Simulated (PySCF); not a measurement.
C₆H₇NO₂.
Numbering: `[CH2:1]=[CH:2][c:3]1[o:4][n:5][cH:6][c:7]1[O:8][CH3:9]` (hydrogens: H10, H11 on C1; H12 on C2; H13 on C6; H14, H15, H16 on C9)

Cartesian coordinates in Å at the GFN2-xTB level; atoms count from 1:
```
atom  x, y, z in Å
C1     3.1477   -0.6519    0.2133
C2     1.8509   -0.7768   -0.0518
C3     0.8650    0.2289    0.2360
O4     1.1884    1.4058    0.8101
N5     0.0840    2.1558    0.9679
C6    -0.9327    1.4765    0.5051
C7    -0.5049    0.2218    0.0157
O8    -1.1958   -0.7957   -0.5451
C9    -2.5855   -0.5972   -0.6773
H10    3.5418    0.2385    0.6720
H11    3.8450   -1.4361   -0.0217
H12    1.4441   -1.6657   -0.5122
H13   -1.9163    1.8991    0.5368
H14   -3.0617   -0.4521    0.2976
H15   -2.8059    0.2620   -1.3186
H16   -2.9717   -1.5038   -1.1392
```

Method: TDDFT B3LYP/def2-SVPD, vertical, gas phase, core orbitals frozen in the response (PySCF).

Frontier orbitals with the atoms that hold most of them (Löwdin shares over 4%, at most four atoms; ? is withheld):

```json
{"orbital": "LUMO+2", "ε (eV)": "0.55", "atoms": "C6 23%, N5 15%, C2 12%, C7 11%"}
{"orbital": "LUMO+1", "ε (eV)": "0.23", "atoms": "C9 30%, H14 11%, H15 11%, H16 9%"}
{"orbital": "LUMO", "ε (eV)": "-1.59", "atoms": "?"}
{"orbital": "HOMO", "ε (eV)": "-6.22", "atoms": "C3 17%, C1 16%, O8 15%, C7 15%"}
{"orbital": "HOMO-1", "ε (eV)": "-7.97", "atoms": "?"}
{"orbital": "HOMO-2", "ε (eV)": "-8.30", "atoms": "N5 58%, O4 14%, C6 12%, O8 5%"}
{"orbital": "HOMO-3", "ε (eV)": "-9.03", "atoms": "C2 24%, N5 16%, C3 16%, C1 15%"}
```

(1) Which atoms hold the HOMO-1, and with what shares?

(2) Which atoms hold the LUMO, and with what shares?

(3) How does S1 compare with the orbital gap of 4.62 eV?

(4) One configuration dominates each of S1, S2, S3 and S4. Which, and how do the shares of the two leading atoms of either orbital change from the occupied to the empty one?

Answers

(1) O4 (bonded to C and N) 22%; C6 (bonded to C, N and H) 19%; O8 (bonded to 2 C) 14%; N5 (bonded to C and O) 10%. By element: oxygen 36%, carbon 19% or more, nitrogen 10%.

(2) C1 (bonded to C and 2 H) 21%; N5 (bonded to C and O) 16%; C2 (bonded to 2 C and H) 15%; C3 (bonded to 2 C and O) 11%. By element: carbon 47% or more, nitrogen 16%.

(3) S1 is at 4.51 eV (f = 0.385), 0.11 eV below the gap, made of HOMO→LUMO (95%). 

(4) 
- S1 (4.51 eV, f 0.385), HOMO→LUMO (95%): C3 17% → 11%, C1 16% → 21%, N5 at most 15% → 16%
- S2 (5.55 eV, f 0.0035), HOMO-2→LUMO (98%): N5 58% → 16%, O4 14% → at most 12%, C1 at most 5% → 21%
- S3 (5.69 eV, f 0.0017), HOMO→LUMO+1 (95%): C3 17% → at most 10%, C1 16% → at most 10%, C9 at most 15% → 30%, H14 at most 15% → 11%
- S4 (5.86 eV, f 0.082), HOMO-1→LUMO (88%): O4 22% → at most 12%, C6 19% → at most 12%, C1 at most 11% → 21%, N5 10% → 16%

One conformer stands for the species.
